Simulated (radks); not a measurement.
Sm XVIII, 45 electrons, occupied as [Kr] 4d9. Calculated with a radial shooting solver on a logarithmic mesh with Libxc functionals: scalar-relativistic Kohn-Sham, r2SCAN, spin-polarised, spherical densities, finite nucleus; open shells are filled with parallel spins first (spin-orbit coupling, left out, can overturn this in heavy ions); meta-GGA in the generalised Kohn-Sham scheme; Fermi nuclear charge, rms radius 5.0819 fm.

Radial electron density D(r) = 4 pi r^2 rho(r):

r (bohr),D(r) (e/bohr),spin D(r)
0.002666,16.91,-0.0000333
0.003472,24.50,-0.0000477
0.004521,34.43,-0.0000659
0.005886,46.53,-0.0000866
0.007665,59.80,-0.000105
0.009981,72.12,-0.000109
0.013,80.45,-0.0000603
0.01692,82.15,0.000173
0.02204,77.66,0.00107
0.02869,72.77,0.00429
0.03736,76.48,0.0150
0.04865,91.96,0.0469
0.06335,107.5,0.128
0.08249,105.0,0.293
0.1074,87.48,0.539
0.1399,82.54,0.726
0.1821,94.31,0.586
0.2371,84.75,0.131
0.3088,49.36,0.0740
0.4021,34.25,1.03
0.5236,39.96,2.05
0.6817,29.63,1.74
0.8877,10.48,0.691
1.156,1.598,0.118
1.505,0.08987,0.00726
1.96,0.001452,0.000121

D(r) has 4 maxima, at r = 0.0157, 0.0703, 0.196, 0.532 bohr, and minima at 0.0303, 0.129, 0.396 bohr, inside which lie 1.95, 11.17, 29.03 electrons.
